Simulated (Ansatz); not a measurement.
C$_{4}$H$_{8}$AlN (`C#[C][Al]([CH3])[NH]C`). The species carries charge 0 and has multiplicity 1. All single points use the PBE0-D4/def2-TZVP geometry. It is one conformer, not always the lowest.

```xyz
14

C    -0.039   -1.281   -3.343
C    -0.106   -0.806   -2.232
Al   -0.246   -0.037   -0.484
C    -1.737    1.094    0.036
N     1.082   -0.435    0.611
C     1.300   -0.035    1.983
H     0.022   -1.701   -4.322
H    -1.763    2.003   -0.572
H    -1.697    1.397    1.085
H    -2.689    0.581   -0.128
H     1.823   -1.028    0.267
H     2.226    0.538    2.109
H     0.480    0.603    2.321
H     1.344   -0.891    2.667
```

What is the dipole moment at r2SCAN/def2-TZVPP? (Best estimate.)

The calculation gave: 0.73 D, with components (0.43, -0.04, 0.58) D in this frame, pointing from negative to positive charge.

And with PBE, B3LYP, ωB97M-V? (Best estimate.)

Ansatz gave: PBE 0.82 D, B3LYP 0.74 D, ωB97M-V 0.66 D.

Give the Mulliken charges with r2SCAN, PBE, B3LYP in def2-TZVPP. (An estimate is asked.)

Ansatz gave: 
```tsv
atom	r2SCAN	PBE	B3LYP
C1	-0.12	-0.04	0.00
C2	-0.46	-0.42	-0.54
Al3	0.67	0.48	0.58
C4	-0.38	-0.44	-0.45
N5	-0.34	-0.26	-0.31
C6	-0.04	-0.19	-0.18
H7	0.22	0.20	0.24
H8	0.07	0.10	0.09
H9	0.05	0.08	0.08
H10	0.07	0.10	0.09
H11	0.13	0.13	0.12
H12	0.05	0.09	0.09
H13	0.04	0.08	0.08
H14	0.05	0.09	0.09
```

B3LYP here is the variant with VWN-RPA as its local correlation; programs differ in this.
